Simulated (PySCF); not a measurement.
# Polarisability and C₆ of In (indium, neutral)

[Kr] 4d10 5s1 5p2, high-spin 4P determinant (an excited configuration). All numbers are calculated (PySCF 2.14, scalar relativity by spin-free X2C-1e, in aug-cc-pwCVTZ-DK3 with one added diffuse shell each of s, p, d, f type (11s10p8d5f1g, 125 functions)). Coupled (time-dependent) response in atomic units; α is the mean over directions.

| method | mean α (bohr³) | α xx, yy, zz | C₆ (like pair) | S(−4) |
| --- | --- | --- | --- | --- |
| r2SCANh | 69.10 | 54.24, 76.53, 76.53 | 769.7 | 2028 |

S(−4) is the Cauchy moment in α(ω) = α(0) + S(−4) ω² + …

Spin-orbit coupling is absent.

α(iu) at r2SCANh:

```json
{"u (hartree)": "0", "α(iu) (bohr³)": "69.10"}
{"u (hartree)": "0.0500", "α(iu) (bohr³)": "64.47"}
{"u (hartree)": "0.100", "α(iu) (bohr³)": "54.32"}
{"u (hartree)": "0.200", "α(iu) (bohr³)": "35.29"}
{"u (hartree)": "0.300", "α(iu) (bohr³)": "23.68"}
{"u (hartree)": "0.500", "α(iu) (bohr³)": "12.90"}
{"u (hartree)": "0.750", "α(iu) (bohr³)": "7.752"}
{"u (hartree)": "1.00", "α(iu) (bohr³)": "5.428"}
{"u (hartree)": "1.50", "α(iu) (bohr³)": "3.302"}
{"u (hartree)": "2.00", "α(iu) (bohr³)": "2.300"}
{"u (hartree)": "3.00", "α(iu) (bohr³)": "1.334"}
{"u (hartree)": "5.00", "α(iu) (bohr³)": "0.6159"}
```

A single London oscillator, α(iu) = α/(1 + u²/ω²), gives C₆ = (3/4) ω α². Matching the computed C₆ needs ω = 4 × 769.7 / (3 × 69.10²) = 0.215 hartree.

The components differ because the open shell of this determinant is not spherical; for a pure term their mean is the scalar polarisability.
